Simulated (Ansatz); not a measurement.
ClFGeH$_{2}$S (`[F][GeH]([SH])[Cl]`) at its PBE0-D4/def2-TZVP geometry, where that method's forces vanish. The species carries charge 0 and has multiplicity 1.

```xyz
6

F     0.3287   -0.8635   -1.6064
Ge   -0.0211    0.3329   -0.4084
S    -1.2385   -0.5522    1.1809
Cl    1.8964    0.9189    0.3172
H    -0.7346    1.4956   -1.0932
H    -0.2308   -1.3317    1.6099
```

**Question.** What forces (eV/Å) does ωB97M-V/def2-TZVPP give on these atoms in the Gaussian-basis code of Ansatz? (Best estimate.)

**Answer.** Ansatz gave: 
```
F1   0.016 -0.054 -0.040
Ge2 -0.110  0.155  0.004
S3   0.085 -0.045  0.006
Cl4 -0.001 -0.008  0.004
H5   0.068 -0.103  0.059
H6  -0.059  0.055 -0.033
```
